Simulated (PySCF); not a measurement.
A structure optimised at PBE-D3(BJ)/def2-SVP, used in a PySCF frequency run:

```xyz
8

Ge     0.4499     0.8788     0.0000
C     -1.1944     1.9406     0.0000
Br    -0.1515    -1.3833     0.0000
H      1.3011     1.1090    -1.2758
H      1.3011     1.1090     1.2758
H     -1.7926     1.7068     0.9010
H     -0.9425     3.0200     0.0000
H     -1.7926     1.7068    -0.9010
```

Task: Write its SMILES, formula and point group.

Result: [CH3][GeH2][Br], CH5BrGe, Cs

Task: What are its rotational constants (standard atomic weights)?

Result: 10.389, 1.8308, 1.6051 GHz
